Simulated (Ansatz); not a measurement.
Harmonic frequencies (cm⁻¹) at PBE0-D4/def2-TZVP from Ansatz: 31, 70, 100, 134, 175, 227, 248, 286, 298, 309, 342, 427, 449, 527, 560, 593, 619, 715, 810, 863, 920, 1078, 1146, 1149, 1184, 1207, 1210, 1254, 1286, 1316, 1373, 1381, 1404, 1435, 3107, 3127.

Each molecule was computed in one conformer, which needn't be the lowest.

(1) Which molecule is it?
A. `FCC(F)(C(F)(F)F)C(F)(F)F`
B. `FC(F)C(F)(F)C(F)C(F)(F)F`
C. `FC(F)C(F)(C(F)F)C(F)(F)F`
D. `FCC(F)(F)C(F)(F)C(F)(F)F`

Results:

(1) B.
